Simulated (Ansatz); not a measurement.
Several settings on one geometry of SbH2(iPr) (C₃H₉Sb) (that of the charge 0 singlet, r2SCAN-D4/def2-SVP). Ansatz on 4 threads of Intel Xeon on a shared host; times are rough.

```xyz
13

Sb    0.955    1.675    0.869
H     2.384    1.636   -0.089
H     0.273    2.875   -0.158
C     0.014    0.009   -0.258
C    -1.484   -0.024    0.023
C     0.700   -1.306    0.094
H     0.187    0.245   -1.321
H    -1.985    0.915   -0.265
H    -1.693   -0.203    1.092
H    -1.967   -0.842   -0.542
H     0.248   -2.143   -0.469
H     1.776   -1.293   -0.142
H     0.594   -1.545    1.167
```

Totals from different functionals, basis sets or treatments of relativity can't be compared as stabilities.

In the def2 sets Sb takes a core potential; there is no spin–orbit coupling. Correlated methods freeze 7 core orbitals; core or outer-core shells of Sb are correlated, in sets that lack core-valence functions.

The spins typed aren't always the lowest for that charge.

Q: Give the basis size and estimate the energy, ⟨S²⟩ and time of these runs.

| run | method | charge | state | further keys |
| --- | --- | --- | --- | --- |
| 1 | RHF, ccsd/def2-mTZVPP | 0 | singlet | nuclear_model: gaussian |
| 2 | UKS ωB97X-V/def2-TZVP | -1 | doublet | scf: {lower_state_search: full} |
| 3 | RKS ωB97X/def2-mTZVP | 0 | singlet | scf: {omitted_lower_state_checks: [starts]}; forces asked |
| 4 | UKS ωB97M-V/def2-SVPD | 0 | triplet | final_grid: {core_spheres: 5, valence_spheres: 4, degree: 11}; pseudopotentials: {relativity: none}; scf: {omitted_lower_state_checks: [starts]} |

A: 
```csv
run,functions,energy (Eh),⟨S²⟩,wall time
1,138,-358.7883,–,16 s
2,197,-359.9089,0.75,1.9 min
3,120,-360.0038,–,13 s
4,164,-359.5845,2.01,27 s
```

The highest occupied level of an anion often lies above zero with these methods, and sets without diffuse functions describe the outer electron poorly.
